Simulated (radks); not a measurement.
The oxygen anion O2-, [Ne], held by a Watson sphere: a shell of charge +2 at radius R that stands for the Madelung well of a crystal (potential energy -2/R inside, -2/r outside, in hartree with lengths in bohr). Method: scalar-relativistic Kohn-Sham, PBEsol, spin-polarised, spherical densities, point nucleus; computed with a radial shooting solver on a logarithmic mesh with Libxc functionals. Response by self-consistent Sternheimer equations with the Hartree and adiabatic LDA kernel, the relativistic mass of each level held fixed and spin-orbit coupling left out. The sphere does not respond.

R (bohr) = 1.63: e(1s) (eV) -506.48; e(2s) (eV) -23.804; e(2p) (eV) -9.123; <r> 2p (bohr) 1.398; sum of <r^2> (bohr^2) 19.06; X-ray form factor at sin(theta)/lambda = 0.1 1/angstrom 8.758; alpha (bohr^3) 10.08
R (bohr) = 2.14: e(1s) (eV) -506.61; e(2s) (eV) -21.361; e(2p) (eV) -7.215; <r> 2p (bohr) 1.524; sum of <r^2> (bohr^2) 22.66; X-ray form factor at sin(theta)/lambda = 0.1 1/angstrom 8.571; alpha (bohr^3) 16.81
R (bohr) = 2.68: e(1s) (eV) -506.19; e(2s) (eV) -19.525; e(2p) (eV) -5.614; <r> 2p (bohr) 1.640; sum of <r^2> (bohr^2) 26.46; X-ray form factor at sin(theta)/lambda = 0.1 1/angstrom 8.402; alpha (bohr^3) 28.35
R (bohr) = 2.79: e(1s) (eV) -506.08; e(2s) (eV) -19.228; e(2p) (eV) -5.339; <r> 2p (bohr) 1.662; sum of <r^2> (bohr^2) 27.25; X-ray form factor at sin(theta)/lambda = 0.1 1/angstrom 8.370; alpha (bohr^3) 31.44
R (bohr) = 3.09: e(1s) (eV) -505.77; e(2s) (eV) -18.525; e(2p) (eV) -4.666; <r> 2p (bohr) 1.720; sum of <r^2> (bohr^2) 29.44; X-ray form factor at sin(theta)/lambda = 0.1 1/angstrom 8.289; alpha (bohr^3) 41.52
R (bohr) = 3.27: e(1s) (eV) -505.59; e(2s) (eV) -18.168; e(2p) (eV) -4.313; <r> 2p (bohr) 1.754; sum of <r^2> (bohr^2) 30.79; X-ray form factor at sin(theta)/lambda = 0.1 1/angstrom 8.243; alpha (bohr^3) 48.90
R (bohr) = 3.75: e(1s) (eV) -505.15; e(2s) (eV) -17.402; e(2p) (eV) -3.527; <r> 2p (bohr) 1.841; sum of <r^2> (bohr^2) 34.59; X-ray form factor at sin(theta)/lambda = 0.1 1/angstrom 8.131; alpha (bohr^3) 74.96
R (bohr) = 3.78: e(1s) (eV) -505.12; e(2s) (eV) -17.362; e(2p) (eV) -3.484; <r> 2p (bohr) 1.846; sum of <r^2> (bohr^2) 34.84; X-ray form factor at sin(theta)/lambda = 0.1 1/angstrom 8.124; alpha (bohr^3) 76.95
